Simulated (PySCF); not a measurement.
# Polarisability and C₆ of Cr+ (chromium, charge +1)

[Ar] 3d4 4s1, high-spin 6D determinant (an excited configuration). Computed with PySCF 2.14 in aug-cc-pwCVTZ-DK (10s9p7d4f3g, 127 functions), with scalar relativity by spin-free X2C-1e. Coupled (time-dependent) response in atomic units; α is the mean over directions.

| method | mean α (bohr³) | α xx, yy, zz | C₆ (like pair) | S(−4) |
| --- | --- | --- | --- | --- |
| UHF | 45.43 | 46.03, 46.03, 44.22 | 269.7 | 1883 |
| PBE | 32.88 | 33.18, 33.18, 32.28 | 185.0 | 850.6 |

S(−4) is the Cauchy moment in α(ω) = α(0) + S(−4) ω² + …

α(iu) at PBE:

```json
{"u (hartree)": "0", "α(iu) (bohr³)": "32.88"}
{"u (hartree)": "0.0500", "α(iu) (bohr³)": "30.91"}
{"u (hartree)": "0.100", "α(iu) (bohr³)": "26.34"}
{"u (hartree)": "0.200", "α(iu) (bohr³)": "17.31"}
{"u (hartree)": "0.300", "α(iu) (bohr³)": "11.77"}
{"u (hartree)": "0.500", "α(iu) (bohr³)": "6.713"}
{"u (hartree)": "0.750", "α(iu) (bohr³)": "4.254"}
{"u (hartree)": "1.00", "α(iu) (bohr³)": "3.076"}
{"u (hartree)": "1.50", "α(iu) (bohr³)": "1.924"}
{"u (hartree)": "2.00", "α(iu) (bohr³)": "1.351"}
{"u (hartree)": "3.00", "α(iu) (bohr³)": "0.7823"}
{"u (hartree)": "5.00", "α(iu) (bohr³)": "0.3629"}
```

A single London oscillator, α(iu) = α/(1 + u²/ω²), gives C₆ = (3/4) ω α². Matching the computed C₆ needs ω = 4 × 185.0 / (3 × 32.88²) = 0.228 hartree.

For an ion, C₆ is the dispersion term alone; charge-induced terms of lower order in 1/R come first.

The components differ because the open shell of this determinant is not spherical; for a pure term their mean is the scalar polarisability.
